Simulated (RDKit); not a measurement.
Relaxed torsion scan: SMILES C=CC[SiH2]SC (C4H10SSi). Scanned: dihedral C1–C2–C3–Si4 and dihedral C2–C3–Si4–S5; all other coordinates were relaxed at GFN2-xTB. Points at φ and −φ are mirror images.

Atom numbering (GFN2-xTB optimised geometry, Å):
```
16

C     -3.0162    -1.1376     0.3066
C     -2.3235    -0.0204     0.1826
C     -1.2154     0.1837    -0.7858
Si     0.4497     0.2014     0.1236
S      1.9664     0.4953    -1.3647
C      3.4329     0.4834    -0.2914
H     -2.8279    -1.9906    -0.3248
H     -3.8017    -1.2469     1.0344
H     -2.5308     0.8205     0.8315
H     -1.2193    -0.6085    -1.5352
H     -1.3481     1.1324    -1.3085
H      0.7198    -1.0651     0.8046
H      0.5504     1.3041     1.0820
H      3.5037    -0.4719     0.2184
H      3.3648     1.2929     0.4280
H      4.2952     0.6275    -0.9333
```

Method: UFF // GFN2-xTB (RDKit).

Energy in kJ/mol above the lowest grid point; x is the dihedral C1–C2–C3–Si4 (°), y the dihedral C2–C3–Si4–S5 (°).

| y \ x | -150 | -120 | -90 | -60 | -30 | 0 | 30 | 60 | 90 | 120 | 150 | 180 |
|---|---|---|---|---|---|---|---|---|---|---|---|---|
| 180 | 5.2 | 3.3 | 1.9 | 1.5 | 18.6 | 25.6 | 18.6 | 1.5 | 1.9 | 3.3 | 5.2 | 0.4 |
| 150 | 9.5 | 7.7 | 6.2 | 5.7 | 26.3 | 32.0 | 21.5 | 4.9 | 6.2 | 7.6 | 9.6 | 4.8 |
| 120 | 13.8 | 12.1 | 10.5 | 8.4 | 27.2 | 40.0 | 28.1 | 9.1 | 10.6 | 12.3 | 14.4 | 9.5 |
| 90 | 8.9 | 7.0 | 5.4 | 3.5 | 18.1 | 28.5 | 24.2 | 5.0 | 5.9 | 7.6 | 9.5 | 4.1 |
| 60 | 4.8 | 3.0 | 1.5 | 5.7 | 25.0 | 22.7 | 15.7 | 0.5 | 2.0 | 4.0 | 6.0 | 0.0 |
| 30 | 10.9 | 8.8 | 8.1 | 12.9 | 47.5 | 47.7 | 22.4 | 5.2 | 7.4 | 10.2 | 14.5 | 8.6 |
| 0 | 19.0 | 14.9 | 13.2 | 13.6 | 44.4 | 67.2 | 44.4 | 13.6 | 13.2 | 14.9 | 19.0 | 17.8 |
| -30 | 14.5 | 10.2 | 7.4 | 5.2 | 22.4 | 47.7 | 47.5 | 12.9 | 8.1 | 8.8 | 10.9 | 8.6 |
| -60 | 6.0 | 4.0 | 2.0 | 0.5 | 15.7 | 22.7 | 25.0 | 5.7 | 1.5 | 3.0 | 4.8 | 0.0 |
| -90 | 9.5 | 7.6 | 5.9 | 5.0 | 24.2 | 28.5 | 18.1 | 3.5 | 5.4 | 7.0 | 8.9 | 4.1 |
| -120 | 14.4 | 12.3 | 10.6 | 9.1 | 28.1 | 40.0 | 27.2 | 8.4 | 10.5 | 12.1 | 13.8 | 9.5 |
| -150 | 9.6 | 7.6 | 6.2 | 4.9 | 21.5 | 32.0 | 26.3 | 5.7 | 6.2 | 7.7 | 9.5 | 4.8 |

The six lowest points that lie below all their neighbours on the grid: x = 180, y = -60 (0.0 kJ/mol); x = 180, y = 60 (0.0 kJ/mol); x = 180, y = 180 (0.4 kJ/mol); x = -60, y = -60 (0.5 kJ/mol); x = 60, y = 60 (0.5 kJ/mol); x = -60, y = 180 (1.5 kJ/mol). The lowest path on the grid from the first to the second passes x = 60, y = -120 at 8.4 kJ/mol.
